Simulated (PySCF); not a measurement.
# Radial density of Pr³⁺ (praseodymium, charge +3)

UHF, [Xe] 4f2, one real determinant. All numbers are calculated (PySCF 2.14, scalar relativity by spin-free X2C-1e, in ANO-RCC-VTZP).

| r (bohr) | 4πr²ρ (e/bohr) | 4πr²(ρα − ρβ) |
| --- | --- | --- |
| 0.0204 | 75.91 | 0.0010 |
| 0.0343 | 68.08 | 0.0024 |
| 0.0577 | 93.72 | 0.0037 |
| 0.0970 | 91.85 | 0.0021 |
| 0.163 | 79.54 | 0.0588 |
| 0.274 | 70.35 | 0.4420 |
| 0.461 | 33.56 | 1.5596 |
| 0.776 | 27.60 | 2.0043 |
| 1.31 | 9.298 | 0.9529 |
| 2.20 | 2.880 | 0.0902 |
| 3.69 | 0.06940 | -0.0012 |
| 6.21 | 0.0001509 | 0.0001 |
| 10.5 | 4.056e-05 | 0.0000 |

Densities and radii are taken from the X2C orbitals without a picture-change correction, which distorts them close to the nucleus.

⟨L²⟩ = 24.03 against 30 for a pure H term, so this real determinant mixes terms. Spin-orbit coupling, absent here, splits the open shell strongly.
